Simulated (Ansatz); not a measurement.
`SC1CO1` and `BOC1CO1` differ in one atom or group.

Ansatz, PBE0-D4/def2-TZVP geometries, multiplicity 1. Each molecule was computed in one conformer, which needn't be the lowest.

```json
{"property": "ideal-gas entropy at 298 K and 1 bar (rigid rotor, harmonic PBE0-D4/def2-TZVP) / J/(mol·K)", "`SC1CO1`": "289"}
{"property": "HOMO energy (ωB97M-V/def2-TZVPP) / eV", "`SC1CO1`": "-9.36"}
{"property": "HOMO–LUMO gap (B3LYP/def2-TZVPP) / eV", "`SC1CO1`": "6.89"}
{"property": "HOMO–LUMO gap (PBE0/def2-TZVPP) / eV", "`SC1CO1`": "7.40"}
{"property": "LUMO energy (PBE/def2-TZVPP) / eV", "`SC1CO1`": "-0.71"}
{"property": "zero-point energy (PBE0-D4/def2-TZVP) / kJ/mol", "`SC1CO1`": "150.0"}
```

Task: What does the change do to each property? (Best estimate.)

Result: Computed: 
```json
{"property": "ideal-gas entropy at 298 K and 1 bar (rigid rotor, harmonic PBE0-D4/def2-TZVP) / J/(mol·K)", "`BOC1CO1`": "302", "shift": "13"}
{"property": "HOMO energy (ωB97M-V/def2-TZVPP) / eV", "`BOC1CO1`": "-10.92", "shift": "-1.56"}
{"property": "HOMO–LUMO gap (B3LYP/def2-TZVPP) / eV", "`BOC1CO1`": "7.26", "shift": "0.37"}
{"property": "HOMO–LUMO gap (PBE0/def2-TZVPP) / eV", "`BOC1CO1`": "7.77", "shift": "0.37"}
{"property": "LUMO energy (PBE/def2-TZVPP) / eV", "`BOC1CO1`": "-1.73", "shift": "-1.02"}
{"property": "zero-point energy (PBE0-D4/def2-TZVP) / kJ/mol", "`BOC1CO1`": "195.6", "shift": "45.6"}
```

With PBE0 the HOMO falls by 1.37 eV and the LUMO falls by 1.00 eV, so the gap widens by about 0.37 eV. PBE moves the HOMO by -1.00 eV and ωB97M-V by -1.56 eV. The zero-point energy changes by 45.6 kJ/mol with +6 modes.

B3LYP here is the variant with VWN-RPA as its local correlation; programs differ in this.
